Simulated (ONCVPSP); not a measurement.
## What one change does to a pseudopotential (Ga (Z = 31), ONCV)

| Property | Result |
| --- | --- |
| Element | Ga |
| Generator | ONCVPSP 4.0.1 |
| Type | optimised norm-conserving Vanderbilt (ONCV) |
| Functional | PBEsol |
| Relativity | scalar-relativistic |
| Frozen core | [Ne] 3s2 |
| Valence charge | 19 |
| Reference configuration | 3p6 3d10 4s2 (charge +1) |
| Partial waves | 4s: rc 2.00 bohr, ncon 3, nbas 7, qcut 3.9 1/bohr, 2 projectors, debl 2.3 Ha; 3p: rc 1.05 bohr, ncon 5, nbas 8, qcut 12.9 1/bohr, 2 projectors, debl 1.2 Ha; 3d: rc 0.95 bohr, ncon 5, nbas 10, qcut 17 1/bohr, 2 projectors, debl 0.4 Ha |
| Local potential | polynomial inside 0.60 bohr (lpopt 1, dvloc0 4 Ha) |
| Core correction | none |

In the p channel the program set the typed energies aside and used -3.932, 0.250 Ha. In the d channel the program set the typed energies aside and used -1.009, 0.250 Ha.

All-electron outer shells of the reference configuration (PBEsol, scalar-relativistic, ld1.x):

```json
{"shell": "3s", "level (eV)": "-156.09", "outermost node (bohr)": "0.27", "outermost maximum (bohr)": "0.56"}
{"shell": "3p", "level (eV)": "-107.00", "outermost node (bohr)": "0.24", "outermost maximum (bohr)": "0.56"}
{"shell": "3d", "level (eV)": "-27.46", "outermost node (bohr)": "–", "outermost maximum (bohr)": "0.53"}
{"shell": "4s", "level (eV)": "-16.36", "outermost node (bohr)": "0.81", "outermost maximum (bohr)": "1.85"}
```

Change: reference 3p6 3d10 4s2 4p1; wave 3p: rc 1.05 bohr, ncon 5, nbas 8, qcut 12.9 1/bohr, 2 projectors, debl 1.2 Ha becomes 3p+4p: rc 1.05 bohr, ncon 5, nbas 8, qcut 12.9 1/bohr, 2 projectors. In the d channel the program set the typed energies aside and used -0.704, 0.250 Ha.

Cutoffs: the cutoffs (Ha) at which the residual kinetic energy of the hardest occupied pseudo-wave falls to 1 and 0.1 mHa per electron; they do not see the model core or the augmentation charge, which bear on the density cutoff. Errors are all-electron minus pseudo energies relative to the spin-unpolarised reference configuration.

Problem. What does the change do?

Solution. The potential gets neither clearly harder nor softer (118 Ha and 132 Ha → 118 Ha and 132 Ha); both files keep a bound ghost (s); the number of tests with a reliable result goes from 4 to 3.

```csv
quantity,base,changed
"cutoff, loose",118 Ha,118 Ha
"cutoff, tight",132 Ha,132 Ha
loose cutoff by channel,"s 6.4 Ha, p 55 Ha, d 118 Ha","s 6.2 Ha, p 55 Ha, d 118 Ha"
bound ghosts,s,s
GHOST(+) flags under 300 eV,none,none
tests with a reliable result,4 of 4,3 of 4
s: phases at 2.03 bohr within 0.05 rad from the reference energy up to (Ha; the scan ends near 5),3.3,3.6
p: phases at 1.06 bohr within 0.05 rad from the reference energy up to (Ha; the scan ends near 5),to the end of the scan,to the end of the scan
d: phases at 0.97 bohr within 0.05 rad from the reference energy up to (Ha; the scan ends near 5),to the end of the scan,to the end of the scan
```

 A true bound ghost makes a file unfit for plane-wave use even where its test errors are small: the radial tests pick states by their node count and pass the ghost by.
